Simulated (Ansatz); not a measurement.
Species: boron monoxide dimer, B2O2 (charge 0, singlet). SMILES: O=BB=O
Geometry from a B3LYP-D3(BJ)/def2-TZVP (Ansatz, an electronic-structure program) optimisation:
```xyz
4

O      0.0000     0.0000    -2.0159
B      0.0000     0.0000    -0.8179
B      0.0000     0.0000     0.8179
O      0.0000     0.0000     2.0159
```
Charge 0, spin multiplicity 1.

CCSD(T) with Ansatz in growing basis sets, 18 correlated electrons. Valence correlation only, unless marked. Open shells are spin-unrestricted. No spin-orbit coupling. No relativistic terms. Costs are ratios of core time to the smallest set, on shared machines of one kind, and rough; they hold the program's checks for lower states.

```tsv
basis	functions	cost over smallest	E(corr) (Eh)	electronic atomisation energy (kcal/mol)
cc-pVTZ	120	1×	-0.6693	489.7
cc-pVQZ	220	5×	?	?
```

Task: What does the step to cc-pVQZ buy, and how does its cost grow by formal scaling?

Result: Formally CCSD grows as o²v⁴ and (T) as o³v⁴; with o = 9 and v going from 107 to 207 both grow 14-fold in the last step, while integrals and the mean field grow more slowly. That step adds 44.0 mEh of correlation energy and 8.7 kcal/mol to the atomisation energy. Row: E(corr) (Eh) -0.7133, electronic atomisation energy (kcal/mol) 498.4.
